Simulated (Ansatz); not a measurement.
Saddle point of AlH$_{3}$SOF$_{2}$, singlet (AlHOF₂ ([OH][Al]([F])[F]) + H₂S → AlHSF₂ ([F][Al]([F])[SH]) + H₂O (still joined by a long Al–O bond); bonds formed: O2–H5; dative contacts that become bonds: Al1–S6; bonds broken: H5–S6; bonds weakened to dative contacts: Al1–O2), PBE0-D4/def2-TZVP structure:

Al1  (-0.520, 0.632, -0.295)
O2  (1.220, 0.220, -0.356)
F3  (-1.227, 0.644, -1.783)
F4  (-0.921, 1.785, 0.807)
H5  (0.726, -0.939, 0.161)
S6  (-0.614, -1.525, 0.692)
H7  (1.754, 0.221, -1.154)
H8  (-0.417, -1.038, 1.930)
(Å)

Energies are electronic, without zero-point energy. Barriers and step energies count from the start structure reached by relaxing down the imaginary mode; all methods use the PBE0-D4 structures, on which another method's saddle can fall below an end. Program: Ansatz 0.2.0. Basis: def2-TZVPP, with def2-QZVPP for the basis limit. Cores are frozen in the correlated methods. B3LYP uses VWN-RPA correlation. Extrapolation: Hartree–Fock as exp(−7.88 √X), correlation as X^−2.97.

| method | barrier (eV) | step energy (eV) |
| --- | --- | --- |
| SPW92 | ? | -0.270 |
| PBE-D4 | 0.246 | -0.206 |
| BLYP-D4 | 0.390 | -0.105 |
| r2SCAN-D4 | ? | -0.217 |
| B97M-V | 0.440 | -0.248 |
| PBE0-D4 | 0.351 | -0.258 |
| B3LYP-D4 | 0.462 | -0.157 |
| r2SCAN0-D4 | 0.403 | -0.258 |
| BHLYP-D4 | ? | -0.206 |
| CAM-B3LYP-D4 | 0.490 | -0.170 |
| wB97X-V | 0.494 | -0.205 |
| wB97M-V | 0.478 | -0.230 |
| B2PLYP | 0.485 | -0.176 |
| PBE-QIDH | 0.434 | -0.265 |
| RPA on PBE | 0.531 | -0.140 |
| HF | 0.908 | -0.239 |
| MP2 | 0.451 | -0.211 |
| CCSD | 0.596 | -0.203 |
| CCSD(T) | 0.518 | -0.205 |

(1) Fill in the withheld barriers. (To be estimated.)

T1 diagnostic: at most 0.013.

Results:

(1) Computed: r2SCAN-D4 0.325; BHLYP-D4 0.596; SPW92 0.050 eV. Each is the energy of the saddle less that of the start structure, by the same method.

For comparison, the barrier by CCSD(T) at an estimated basis limit (MP2 extrapolated from triple and quadruple zeta, plus CCSD(T) − MP2 in triple zeta) is 0.503 eV.

Labels in which every atom is bracketed show which atoms are joined, not bond orders.

For scale, one of the runs: CCSD(T)/def2-TZVPP, 219 basis functions (an equivalent command: `ansatz run in.yaml --threads 4`). The run took 89 s on 4 CPU threads (shared host), with 3.4 GiB of host memory at its peak.
